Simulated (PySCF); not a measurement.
# Computed records: CH4BFSi

Calculation on a computer-drawn molecule: the log of a Hartree-Fock and frozen-core CCSD(T) single point meant for a local Hartree-Fock minimum, with one planted fault or none, to be diagnosed. Offsets are logged minus clean, where the clean run is the same molecule without the fault. The reference is restricted for singlets and unrestricted otherwise, and also for a bond in bohr or an excited solution. Adding or removing an electron swaps singlet and doublet. The excited solution moves the top pair (singlet) or top alpha electron (doublet) to the lowest empty orbital. Highest occupied and lowest empty are orbital energies over both spins, largest force is the largest gradient component, triples share is (T) over the correlation energy, the T1 limit is 0.02 restricted and 0.045 unrestricted, electrons count all cores, a negative frequency is imaginary (commonest isotopes), and the dipole is about the centre of nuclear charge. Program: PySCF 2.14.0.

### CH4BFSi

Logged structure:
```xyz
8
CH4BFSi
C     -0.4799    -1.8120    -0.9291
B     -0.6643    -1.3226     0.5757
F      0.3787    -1.5530     1.4213
Si    -2.3792    -0.4350     1.3616
H     -1.2665    -1.4640    -1.6219
H      0.5061    -1.4966    -1.3211
H     -0.4886    -2.9217    -0.9388
H     -1.8801     0.9702     0.9953
```

* meant charge: 0
* meant multiplicity: 1
* meant basis: cc-pV(D+d)Z
* logged electrons: 38
* logged basis functions: 85
* logged SCF converged: yes
* logged spin squared: 0
* logged highest occupied: -8.7394 eV
* logged lowest empty: 0.33749 eV
* logged largest force: 0.0093032 hartree/bohr
* logged T1 diagnostic: 0.015025
* logged D1 diagnostic: 0.048644
* logged triples share: 0.025276
* logged CC converged: yes
* logged dipole magnitude: 1.3216 debye
* logged SCF stable within its kind: yes
* logged energy HF: -453.25022 hartree
* logged energy CCSD(T): -453.80306 hartree
* possible faults: no fault, one electron removed, one electron added, multiplicity raised by two, geometry at a saddle point, SCF held on an excited solution, minimal basis STO-3G, one bond length entered in bohr, all coordinates scaled
* planted fault: all coordinates scaled, by +1.1 %
* HF energy offset from clean run: 0.5136 kcal/mol
* CCSD(T) energy offset from clean run: -0.267 kcal/mol

Drawn bonds:
```
atom  other atom  order
   1           2      1
   2           3      1
   2           4      1
   1           5      1
   1           6      1
   1           7      1
   4           8      1
```
